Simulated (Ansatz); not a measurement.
`BB[CH2][InH2]` + H–F → `F[CH2][InH2]` + `BB`  (substitution at a C–B bond)

Program: Ansatz. Geometries: PBE0-D4/def2-TZVP. ΔE: electronic, gas phase. CBS: MP2 limit from def2 TZ/QZ plus the TZ coupled-cluster correction, frozen cores. This one scheme is used for every species. def2 core potentials past Kr. For In outer-core shells are correlated without core-valence functions, which leaves a few kJ/mol of doubt a bond. One conformer a species, not always the lowest.

```csv
species,CCSD(T)/CBS(def2) energy (Eh)
`BB[CH2][InH2]`,-281.60052
H–F,-100.39570
`F[CH2][InH2]`,-330.00580
`BB`,-51.92346
```

Problem. Work out ΔE.

Solution. ΔE = (-330.00580) + (-51.92346) − (-281.60052) − (-100.39570) = 0.06696 Eh = +175.8 kJ/mol.

Largest T1 diagnostic among the species: 0.014.

In def2-TZVPP, CCSD(T) changes the Hartree–Fock value by +64.6 kJ/mol (the triples alone add +9.7 kJ/mol) and MP2 by +82.2 kJ/mol. The D4 term adds +12.5 kJ/mol with B3LYP and +6.7 kJ/mol with PBE0; it sums over pairs of atoms, weighted by their polarisabilities, and B3LYP, whose exchange is more repulsive, gets the larger term.

B3LYP here is the variant with VWN-RPA as its local correlation; programs differ in this.
